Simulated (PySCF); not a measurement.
Input for PySCF:
```python
from pyscf import gto, scf, dft

mol = gto.M(
    atom='''
B    -0.001407    0.560054    0.037735
F     1.106201   -0.152890   -0.009046
F    -1.105420   -0.158251   -0.011918
''',
    basis='cc-pvdz',
    charge=0,
    spin=1,
    verbose=3,
)

mf = dft.UKS(mol)
mf.xc = 'mn15'
mf.kernel()
```

Q: Estimate the HOMO energy that MN15/cc-pVDZ in PySCF returns for this input.

A: -7.66 eV

Q: Give the dipole moment at the level MN15/cc-pVDZ.

A: 0.63 D

Q: What is the computed number of basis functions (MN15/cc-pVDZ)?

A: 42

Q: Estimate the Mulliken (on the basis functions themselves) charges in atom order that MN15/cc-pVDZ returns for this input.

A: B1 0.12, F2 -0.06, F3 -0.06

Q: What <S^2> does MN15/cc-pVDZ give?

A: 0.752

Q: What nuclear repulsion energy does MN15/cc-pVDZ give?

A: 55.5144 Eh

These values belong to the state on which the SCF converged, which isn't shown to be the lowest.
